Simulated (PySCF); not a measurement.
Bonds (- single, = double, # triple, : aromatic): C1=C2, C2-C3, C3=N4, N4-N5, N5=C6, C6-C7, C7-C8, C3-C9, C9-F10, C9-F11, C9-F12. C1 carries H13, H14; C2 carries H15; C6 carries H16; C7 carries H17, H18; C8 carries H19, H20, H21. Stereochemistry as in C=C/C(=N\N=C\CC)C(F)(F)F. H13 is cis to C3; H14 is trans to C3.

Calculated, not measured (PySCF 2.14.0 with density-fitted response routines): GIAO PBE0/pcSseg-1 shieldings, GFN2-xTB structure. One computed conformer, one averaged value for each set of equivalent atoms, in vacuum, no relativistic terms.

Chemical shifts δ = σref − σ; ¹³C vs TMS, all at this level.

Task: Do the ¹³C shifts follow the atomic charges (in e)? Tabulate both.

Result: 
| atoms | hybridisation | δ (ppm) | σ para (ppm) | Hirshfeld | IAO | Mulliken | ESP-fitted |
| --- | --- | --- | --- | --- | --- | --- | --- |
| C9 | sp3 | 130.5 | -186 | +0.25 | +0.80 | +0.88 | +0.51 |
| C1 | sp2 | 130.3 | -196 | -0.08 | -0.29 | -0.09 | -0.46 |
| C6 | sp2 | 127.7 | -199 | +0.04 | -0.02 | +0.08 | +0.03 |
| C2 | sp2 | 127.2 | -196 | -0.06 | -0.17 | -0.16 | -0.11 |
| C3 | sp2 | 123.3 | -196 | +0.01 | +0.03 | -0.07 | +0.16 |
| C7 | sp3 | 33.3 | -97 | -0.07 | -0.26 | -0.24 | +0.07 |
| C8 | sp3 | 14.3 | -73 | -0.11 | -0.42 | -0.29 | -0.17 |

Correlation coefficients of δ with charge over these carbons: Hirshfeld +0.49, IAO +0.52, Mulliken +0.50, ESP-fitted +0.15; with the paramagnetic shielding -0.99. Among the 4 sp2 carbons alone: Hirshfeld -0.58, IAO -0.83, Mulliken +0.00, ESP-fitted -0.89. With so few points, grouped by hybridisation, these coefficients are fragile. Charge is one influence among several: hybridisation and low-lying excitations act through the paramagnetic term.

Shifts are as computed. Against solution values, carbons near 30 ppm lie about +3 ppm off and those near 130 ppm about +5 ppm. Of 1211 compounds with measured shifts, 218 miss one by over three times the rms of a fit or turn the order of signals round; such compounds aren't used in these exercises.
